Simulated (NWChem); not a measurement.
Species: silicon dioxide molecule (SiO2); SMILES O=[Si]=O

```xyz
3

O      0.0000     0.0000    -1.5184
Si     0.0000     0.0000     0.0000
O      0.0000     0.0000     1.5184
```
Atoms are numbered in this order, from 1.

Program: NWChem. Pople sets run with spherical d functions. Structure relaxed at the PBE0/def2-SVP level.

Task: Among these, which level gives the lowest value of “orbital gap (eV)”?
A. B3LYP/6-311++G**
B. B3LYP/STO-3G
C. B3LYP/3-21G
D. B3LYP/aug-cc-pVTZ

Result: C, B3LYP/3-21G. Values: B3LYP/3-21G 5.20; B3LYP/6-311++G** 5.79; B3LYP/aug-cc-pVTZ 5.84; B3LYP/STO-3G 6.21
